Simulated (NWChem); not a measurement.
System: C2H4ClFSi; SMILES C=C[Si@H](F)Cl

NWChem input:

```
start job
memory heap 200 mb stack 900 mb global 1100 mb
geometry units angstroms noautoz
  C     -0.538224     2.438375    -0.442173
  C     -0.888922     1.346609     0.248193
  Si     0.291689    -0.051162     0.501740
  F      1.659799     0.316376    -0.287591
  Cl    -0.464877    -1.787286    -0.304264
  H     -1.230609     3.272609    -0.599920
  H      0.459245     2.541017    -0.882805
  H     -1.899931     1.280037     0.669692
  H      0.642718    -0.328452     1.914963
end
basis spherical
  * library pcseg-1
end
dft
  xc b3lyp
  iterations 150
  mulliken
end
task dft energy
```

All runs use the structure optimised with PBE0/def2-SVP.

What results follow from this input? (B3LYP/pcseg-1.) Quantities: basis functions; energy (Ha); highest occupied level (eV); orbital gap (eV); dipole (D).


```yaml
number_of_basis_functions: 98
energy (Ha): -928.22
highest occupied level (eV): -8.35
orbital gap (eV): 7.05
dipole (D): 2.45
```
